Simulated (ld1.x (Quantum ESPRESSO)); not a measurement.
## u(r) = r·R(r): atom against pseudo-atom (silver)

Columns: radius, all-electron u(r) and pseudo u(r) of the 4d shell (level -7.44 eV) of silver in the configuration [Ar] 3d10 4s2 4p6 4d10 5s1 5p0; PBE, scalar-relativistic, TM scheme, ld1.x (Quantum ESPRESSO) 7.5.

```json
{"r (bohr)": "0.088", "all-electron": "0.1731", "pseudo": "-0.0030"}
{"r (bohr)": "0.175", "all-electron": "0.4148", "pseudo": "-0.0229"}
{"r (bohr)": "0.262", "all-electron": "0.4219", "pseudo": "-0.0724"}
{"r (bohr)": "0.350", "all-electron": "0.2386", "pseudo": "-0.1581"}
{"r (bohr)": "0.438", "all-electron": "-0.0221", "pseudo": "-0.2763"}
{"r (bohr)": "0.525", "all-electron": "-0.2787", "pseudo": "-0.4140"}
{"r (bohr)": "0.612", "all-electron": "-0.4967", "pseudo": "-0.5562"}
{"r (bohr)": "0.700", "all-electron": "-0.6653", "pseudo": "-0.6876"}
{"r (bohr)": "0.788", "all-electron": "-0.7818", "pseudo": "-0.7930"}
{"r (bohr)": "0.875", "all-electron": "-0.8522", "pseudo": "-0.8641"}
{"r (bohr)": "0.962", "all-electron": "-0.8870", "pseudo": "-0.9018"}
{"r (bohr)": "1.050", "all-electron": "-0.8949", "pseudo": "-0.9103"}
{"r (bohr)": "1.138", "all-electron": "-0.8832", "pseudo": "-0.8962"}
{"r (bohr)": "1.225", "all-electron": "-0.8585", "pseudo": "-0.8674"}
{"r (bohr)": "1.312", "all-electron": "-0.8253", "pseudo": "-0.8303"}
{"r (bohr)": "1.400", "all-electron": "-0.7866", "pseudo": "-0.7887"}
{"r (bohr)": "1.487", "all-electron": "-0.7456", "pseudo": "-0.7462"}
{"r (bohr)": "1.575", "all-electron": "-0.7031", "pseudo": "-0.7032"}
{"r (bohr)": "1.662", "all-electron": "-0.6614", "pseudo": "-0.6614"}
{"r (bohr)": "1.750", "all-electron": "-0.6201", "pseudo": "-0.6201"}
{"r (bohr)": "1.838", "all-electron": "-0.5804", "pseudo": "-0.5804"}
{"r (bohr)": "1.925", "all-electron": "-0.5429", "pseudo": "-0.5429"}
{"r (bohr)": "2.012", "all-electron": "-0.5073", "pseudo": "-0.5073"}
{"r (bohr)": "2.100", "all-electron": "-0.4734", "pseudo": "-0.4734"}
{"r (bohr)": "2.188", "all-electron": "-0.4415", "pseudo": "-0.4415"}
{"r (bohr)": "2.275", "all-electron": "-0.4119", "pseudo": "-0.4119"}
```

Question: How many radial nodes do the two functions have?

Answer: The all-electron 4d function has n − l − 1 = 1; the pseudo-wave has 0, since the states of the same l below it are removed with the core.

Question: At about which radius was the pseudo-wave matched?

Answer: 1.75 bohr. The columns agree to 0.0005 from 1.57 bohr on; several derivatives are matched, so the curves merge somewhat inside the radius.

Question: Is the pseudo-wave norm-conserving?

Answer: Yes: the TM scheme keeps the norm inside the radius equal to the all-electron one, which fixes the energy derivative of the logarithmic derivative at the level.
